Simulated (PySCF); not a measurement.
Compound: C₆H₁₃F.
Numbering: `[CH3:1][CH2:2][C:3]([CH3:4])([CH3:5])[CH2:6][F:7]` (hydrogens: H8, H9, H10 on C1; H11, H12 on C2; H13, H14, H15 on C4; H16, H17, H18 on C5; H19, H20 on C6)

Structure used (GFN2-xTB), in Å, numbered top down from 1:
```
atom  x, y, z in Å
C1     1.7272   -1.2304   -0.3972
C2     1.1686    0.0048    0.3014
C3    -0.3294    0.2834    0.0782
C4    -0.7051    1.5485    0.8579
C5    -0.6472    0.4889   -1.4042
C6    -1.1843   -0.8797    0.5943
F7    -0.9118   -1.1558    1.9131
H8     1.5921   -1.1751   -1.4743
H9     1.2561   -2.1384   -0.0300
H10    2.7938   -1.3052   -0.1961
H11    1.3356   -0.0991    1.3755
H12    1.7268    0.8812   -0.0359
H13   -0.5412    1.3980    1.9223
H14   -1.7529    1.7973    0.7025
H15   -0.0996    2.3902    0.5305
H16   -1.6881    0.7786   -1.5317
H17   -0.0203    1.2771   -1.8133
H18   -0.4784   -0.4203   -1.9751
H19   -2.2499   -0.6318    0.5431
H20   -0.9972   -1.8015    0.0360
```

Method used: PySCF 2.14.0, density-fitted response routines, TDDFT PBE0/def2-SVPD, vertical, gas phase, core orbitals frozen in the response.

Kohn–Sham orbitals with the atoms that hold most of them (Löwdin shares over 4%, at most four atoms; ? is withheld):

```csv
orbital,ε (eV),atoms
LUMO+2,1.35,"F7 11%, C5 9%, H18 9%, C4 8%"
LUMO+1,1.32,"C1 16%, H9 11%, H10 8%, C4 7%"
LUMO,0.64,?
HOMO,?,"C3 20%, C6 18%, F7 15%, C2 13%"
HOMO-1,-8.94,?
HOMO-2,-9.17,"C5 18%, C2 16%, C3 16%, H11 11%"
HOMO-3,-9.68,"F7 33%, C6 14%, C1 9%, C4 7%"
```

Task: Give the leading atoms of the LUMO.

Result: C5 (bonded to C and 3 H) 12%; C1 (bonded to C and 3 H) 10%; C4 (bonded to C and 3 H) 8%; C6 (bonded to C, F and 2 H) 8%.

Task: Which atoms hold the HOMO-1, and with what shares?

Result: C3 (bonded to 4 C) 20%; C4 (bonded to C and 3 H) 16%; C2 (bonded to 2 C and 2 H) 13%; C1 (bonded to C and 3 H) 9%.

Task: What is the HOMO energy, and the HOMO–LUMO gap?

Result: ε(HOMO) = -8.78 eV; the gap is 9.42 eV (0.3461 hartree).

Task: The HOMO–LUMO gap is 9.42 eV. Where does the response calculation put the lowest singlet, and from which orbitals?

Result: S1 is at 8.34 eV (f = 0.039), 1.08 eV below the gap, made of HOMO→LUMO (97%). 

Task: Give energy, strength and leading configuration of S1, S2 and S3, and follow the Löwdin shares of the leading atoms from the occupied to the empty orbital.

Result: 
- S1 (8.34 eV, f 0.039), HOMO→LUMO (97%): C3 20% → at most 9%, C6 18% → 8%, C5 at most 13% → 12%, C1 at most 13% → 10%
- S2 (8.50 eV, f 0.021), HOMO-1→LUMO (97%): C3 20% → at most 9%, C4 16% → 8%, C5 at most 9% → 12%, C1 9% → 10%
- S3 (8.70 eV, f 0.011), HOMO-2→LUMO (97%): C5 18% → 12%, C2 16% → at most 9%, C1 at most 11% → 10%

One conformer stands for the species.
